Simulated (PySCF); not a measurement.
Input file for PySCF: R-B3LYP/3-21G on GeH4SSe (SMILES S[Se][GeH3]), a point of a torsion scan.

```python
from pyscf import gto, scf, dft, mp
from pyscf.data.elements import chemcore

mol = gto.M(
    atom='''
    S     2.32610722   -0.03493803    0.64340351
    Se    0.58833289   -1.36283683    0.60413916
    Ge   -1.12762733    0.18453951    0.15067879
    H     2.75992576   -0.28072893   -0.59478853
    H    -0.51534339    1.54771908    0.03454572
    H    -1.83306766   -0.15134932   -1.13316465
    H    -2.14920249    0.18625392    1.24968368
    ''',
    basis='3-21g',
    charge=0, spin=0, verbose=3, max_memory=1800)
mf = dft.RKS(mol, xc='b3lyp')
mf.conv_tol = 1e-8
mf.max_cycle = 100
mf.kernel()
if not mf.converged:
    mf = mf.newton().run(mf.mo_coeff, mf.mo_occ)
```

Program output:

```
converged SCF energy = -4855.79930099856
```

Self-consistency was reached.

Cost: very roughly 6 core-seconds.
